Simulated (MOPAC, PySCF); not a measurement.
CH₆N₂, SMILES `NCN` (H–N–C–N torsion -166°, N–C–N–H torsion -70°), neutral singlet in the gas phase. 

Z-matrix (Å, degrees):
```
C
H 1 1.1017
H 1 1.1068 2 106.97
N 1 1.4514 2 108.39 3 -114.99
H 4 1.0222 1 110.44 2 171.55
H 4 1.0236 5 106.61 1 -118.16
N 1 1.4735 2 106.65 3 122.20
H 7 1.0235 1 110.32 2 -164.33
H 7 1.0236 8 106.61 1 -119.95
```
Charge 0, spin multiplicity 1.

All levels are single points at this geometry (PBE-D3(BJ)/def2-TZVP); Pople sets use spherical d functions. Orbital energies aren't observables, and empty levels follow the basis.

```tsv
level	HOMO (eV)	LUMO (eV)	gap (eV)	dipole (D)	vertical IE, Delta-SCF (eV)
PBE-D3(BJ)/def2-TZVP in PySCF	-5.42	0.15	5.56	1.66	–
B3LYP/6-311+G** in PySCF	-6.79	-0.15	6.64	1.80	–
BP86/6-31G* in PySCF	-5.05	1.50	6.55	1.76	–
PBE/6-31G* in PySCF	-4.93	1.50	6.43	1.75	–
SVWN5/6-31G* in PySCF	-4.97	1.33	6.30	1.82	–
HF/3-21G in PySCF	-10.30	7.02	17.33	2.14	–
HF/STO-3G in PySCF	-8.84	16.30	25.14	1.82	–
PM3 in MOPAC	-9.71	2.67	12.38	1.71	–
PM7 in MOPAC	-10.03	3.23	13.26	2.41	–
```
